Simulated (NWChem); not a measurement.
System meant: alpha-methylstyrene (C9H10); SMILES c1ccc(C(C)=C)cc1

NWChem input:

```
start job
memory heap 200 mb stack 900 mb global 1100 mb
geometry units angstroms noautoz
  C     -1.216298     2.359649     0.361612
  C     -0.107458     1.690078     0.007354
  C      1.140936     2.430053    -0.384730
  C     -0.057989     0.205343     0.003988
  C      1.158607    -0.478645     0.157877
  C      1.207863    -1.871372     0.172914
  C      0.041836    -2.617504     0.020250
  C     -1.174066    -1.955197    -0.152685
  C     -1.221280    -0.565313    -0.164624
  H     -1.242900     3.452241     0.342066
  H     -2.121223     1.849962     0.700055
  H      1.942369     2.290388     0.359538
  H      1.535057     2.072052    -1.349352
  H      0.950607     3.509008    -0.463873
  H      2.086116     0.083530     0.282875
  H      2.168429    -2.376026     0.304103
  H      0.079832    -3.709500     0.025726
  H     -2.094432    -2.528009    -0.292019
  H     -2.176807    -0.063512    -0.332080
end
basis spherical
  C library def2-svp
  H library def2-svp
end
dft
  odft
  mult 2
  xc pbe0
  iterations 150
  semidirect filesize 400000000
  mulliken
end
task dft energy
```

End of the output:

```
 ==============================================================================
                                 internuclear angles
 ------------------------------------------------------------------------------
        center 1       |       center 2       |       center 3       |  degrees
 ------------------------------------------------------------------------------
    2 C                |   1 C                |  10 H                |   120.91
    2 C                |   1 C                |  11 H                |   122.22
   10 H                |   1 C                |  11 H                |   116.86
    1 C                |   2 C                |   3 C                |   120.60
    1 C                |   2 C                |   4 C                |   121.76
    3 C                |   2 C                |   4 C                |   117.63
    2 C                |   3 C                |  12 H                |   111.42
    2 C                |   3 C                |  13 H                |   111.44
    2 C                |   3 C                |  14 H                |   111.00
   12 H                |   3 C                |  13 H                |   106.85
   12 H                |   3 C                |  14 H                |   107.40
   13 H                |   3 C                |  14 H                |   108.54
    2 C                |   4 C                |   5 C                |   121.03
    2 C                |   4 C                |   9 C                |   121.38
    5 C                |   4 C                |   9 C                |   117.59
    4 C                |   5 C                |   6 C                |   121.24
    4 C                |   5 C                |  15 H                |   119.85
    6 C                |   5 C                |  15 H                |   118.90
    5 C                |   6 C                |   7 C                |   120.30
    5 C                |   6 C                |  16 H                |   119.59
    7 C                |   6 C                |  16 H                |   120.11
    6 C                |   7 C                |   8 C                |   119.27
    6 C                |   7 C                |  17 H                |   120.38
    8 C                |   7 C                |  17 H                |   120.35
    7 C                |   8 C                |   9 C                |   120.33
    7 C                |   8 C                |  18 H                |   120.05
    9 C                |   8 C                |  18 H                |   119.61
    4 C                |   9 C                |   8 C                |   121.25
    4 C                |   9 C                |  19 H                |   119.38
    8 C                |   9 C                |  19 H                |   119.35
 ------------------------------------------------------------------------------
                            number of included internuclear angles:         30
 ==============================================================================

 Summary of "ao basis" -> "" (spherical)
 ------------------------------------------------------------------------------
       Tag                 Description            Shells   Functions and Types
 ---------------- ------------------------------  ------  ---------------------
 C                          def2-svp                 6       14   3s2p1d
 H                          def2-svp                 3        5   2s1p

                                 NWChem DFT Module
                                 -----------------

 Summary of "ao basis" -> "ao basis" (spherical)
 ------------------------------------------------------------------------------
       Tag                 Description            Shells   Functions and Types
 ---------------- ------------------------------  ------  ---------------------
 C                          def2-svp                 6       14   3s2p1d
 H                          def2-svp                 3        5   2s1p

  number of electrons :                   64
  multiplicity        :                    2
 ------------------------------------------------------------------------
  no. of electrons and multiplicity not compatible                  64
 ------------------------------------------------------------------------
 ------------------------------------------------------------------------
  current input line :
    36: task dft energy
 ------------------------------------------------------------------------
 ------------------------------------------------------------------------
 There is an error in the input file
 ------------------------------------------------------------------------
 For more information see the NWChem manual at https://nwchemgit.github.io

0: no. of electrons and multiplicity not compatible:Received an Error in Communication
```

Problem. Find the fault in this run and fix the input.

Solution. The program refused the input. Cause: the multiplicity doesn't fit the number of electrons (an even count wants an odd multiplicity, and the reverse). This input runs:
```
start job
memory heap 200 mb stack 900 mb global 1100 mb
geometry units angstroms noautoz
  C     -1.216298     2.359649     0.361612
  C     -0.107458     1.690078     0.007354
  C      1.140936     2.430053    -0.384730
  C     -0.057989     0.205343     0.003988
  C      1.158607    -0.478645     0.157877
  C      1.207863    -1.871372     0.172914
  C      0.041836    -2.617504     0.020250
  C     -1.174066    -1.955197    -0.152685
  C     -1.221280    -0.565313    -0.164624
  H     -1.242900     3.452241     0.342066
  H     -2.121223     1.849962     0.700055
  H      1.942369     2.290388     0.359538
  H      1.535057     2.072052    -1.349352
  H      0.950607     3.509008    -0.463873
  H      2.086116     0.083530     0.282875
  H      2.168429    -2.376026     0.304103
  H      0.079832    -3.709500     0.025726
  H     -2.094432    -2.528009    -0.292019
  H     -2.176807    -0.063512    -0.332080
end
basis spherical
  C library def2-svp
  H library def2-svp
end
dft
  xc pbe0
  iterations 150
  semidirect filesize 400000000
  mulliken
end
task dft energy
```
It converges to -348.29171 Ha (PBE0/def2-SVP).
